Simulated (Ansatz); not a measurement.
CH₅NOSiSn, SMILES `N=[C]1O[SiH2][SnH2]1`, relaxed with RKS PBE-D4/def2-SVP in Ansatz 0.2.0 from a rough embedded geometry. The force threshold is 0.03 eV/Å; the program also tests the step.

Total charge 0; spin multiplicity 1. Sn: def2 effective core potential.

Start:

```xyz
10

N    -2.108   -0.212   -0.922
C    -0.942   -0.394   -0.576
O    -0.221   -1.600   -0.297
Si    0.855   -0.882    0.975
Sn    0.701    1.015   -0.282
H    -2.498    0.771   -1.179
H     2.135   -1.517    1.049
H     0.070   -0.769    2.224
H     0.202    2.500    0.627
H     1.805    1.089   -1.617
```

Q: By how much does the energy fall, and how many steps does the optimiser take? (Best estimate.)

A: The calculation gave: 1.44 eV, in 8 steps.

Q: Which bonds change most? (Estimate.)

A: The calculation gave: Si4–Sn5 from 2.281 to 2.570 Å; C2–Sn5 from 2.184 to 2.277 Å; Sn5–H9 from 1.811 to 1.730 Å; O3–Si4 from 1.815 to 1.735 Å.

Q: Give the relaxed structure. (Best estimate.)

A: Computed: 
```xyz
10

N    -2.118   -0.369   -1.162
C    -1.033   -0.275   -0.517
O    -0.625   -1.295    0.315
Si    0.878   -0.966    1.117
Sn    0.676    1.205   -0.243
H    -2.285    0.467   -1.737
H     1.879   -2.023    0.749
H     0.660   -0.965    2.603
H     0.288    2.720    0.496
H     1.680    1.501   -1.621
```
